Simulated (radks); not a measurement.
The numbers below are computed, except where a source is named.
Kr, configuration [Kr]. Level of theory: Dirac Kohn-Sham, PBE, spin-unpolarised, spherical densities, point nucleus (a radial shooting solver on a logarithmic mesh with Libxc functionals). Some entries of the table are withheld. Estimate them.

orbital,occ.,eigenvalue (eV),<1/r> (bohr^-1)
1s1/2,2,(1),36.77
2s1/2,2,-1863.516,8.228
2p1/2,2,(2),8.196
2p3/2,4,(3),7.911
3s1/2,2,-263.8499,2.714
3p1/2,2,(4),(5)
3p3/2,4,(6),(7)
3d3/2,4,-82.1384,2.282
3d5/2,6,-80.8362,2.264
4s1/2,2,(8),0.8505
4p1/2,2,-9.6775,0.6958
4p3/2,4,-9.0412,0.6773

Answer. 
(1) 1s1/2 eigenvalue (eV): -14153.44
(2) 2p1/2 eigenvalue (eV): -1683.998
(3) 2p3/2 eigenvalue (eV): -1630.168
(4) 3p1/2 eigenvalue (eV): -200.4683
(5) 3p1/2 <1/r> (bohr^-1): 2.598
(6) 3p3/2 eigenvalue (eV): -192.5523
(7) 3p3/2 <1/r> (bohr^-1): 2.530
(8) 4s1/2 eigenvalue (eV): -23.0407
